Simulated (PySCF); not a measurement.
## Dipole response of Bi (bismuth, neutral)

[Xe] 4f14 5d10 6s2 6p3, high-spin 4S determinant. All numbers are calculated (PySCF 2.14, scalar relativity by spin-free X2C-1e, in aug-cc-pVTZ-DK3 (9s8p6d3f, 84 functions)). Coupled (time-dependent) response in atomic units; α is the mean over directions.

```json
{"method": "PBE0", "mean α (bohr³)": "52.22", "C₆ (like pair)": "621.8", "S(−4)": "793.4"}
```

S(−4) is the Cauchy moment in α(ω) = α(0) + S(−4) ω² + …

Reference α: 48 ± 4 bohr³ (recommended; Schwerdtfeger and Nagle, table of static dipole polarizabilities (2023 update)). Published C₆: 513.0 (Gould and Bucko (2016)).

α(iu) at PBE0:

```
u (hartree)  α(iu) (bohr³)
          0          52.22
     0.0500          50.34
      0.100          45.65
      0.200          34.42
      0.300          25.53
      0.500          15.22
      0.750          9.297
       1.00          6.390
       1.50          3.679
       2.00          2.435
       3.00          1.299
       5.00         0.5413
```

A single London oscillator, α(iu) = α/(1 + u²/ω²), gives C₆ = (3/4) ω α². Matching the computed C₆ needs ω = 4 × 621.8 / (3 × 52.22²) = 0.304 hartree.

Spin-orbit coupling, which splits the p, d and f shells strongly at this Z, is absent. Spin-orbit coupling is strong in this species (close to jj coupling), so the high-spin LS determinant is a model state, not a physical level.
